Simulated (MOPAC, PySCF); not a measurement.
H₃Al, SMILES `[AlH3]`, neutral singlet in the gas phase. 

Cartesian coordinates (Å):
```xyz
4

Al     0.0000     0.0000     0.0000
H      1.5280    -0.4182    -0.0192
H     -1.1261    -1.1143     0.0125
H     -0.4019     1.5324     0.0067
```
Charge 0, multiplicity 1.

All levels are single points at this geometry (r2SCAN-D4/def2-TZVP); Pople sets use spherical d functions. Orbital energies aren't observables, and empty levels follow the basis.

BP86/6-31G* in PySCF gives HOMO (eV) = -7.40.

Problem. Estimate the HOMO (eV) from each of these levels: PBE-D3(BJ)/def2-TZVP in PySCF; r2SCAN-D4/def2-TZVP in PySCF; B3LYP/3-21G in PySCF; B3LYP/6-311+G** in PySCF; B3LYP/6-31G* in PySCF; PBE/6-31G* in PySCF; SVWN5/6-31G* in PySCF; HF/3-21G in PySCF; HF/STO-3G in PySCF; AM1 in MOPAC; PM3 in MOPAC; PM7 in MOPAC.

Solution. 
```csv
level,HOMO (eV)
PBE-D3(BJ)/def2-TZVP in PySCF,-7.30
r2SCAN-D4/def2-TZVP in PySCF,-7.62
B3LYP/3-21G in PySCF,-8.39
B3LYP/6-311+G** in PySCF,-8.40
B3LYP/6-31G* in PySCF,-8.36
PBE/6-31G* in PySCF,-7.28
SVWN5/6-31G* in PySCF,-7.28
HF/3-21G in PySCF,-11.63
HF/STO-3G in PySCF,-9.15
AM1 in MOPAC,-11.03
PM3 in MOPAC,-11.44
PM7 in MOPAC,-12.11
```
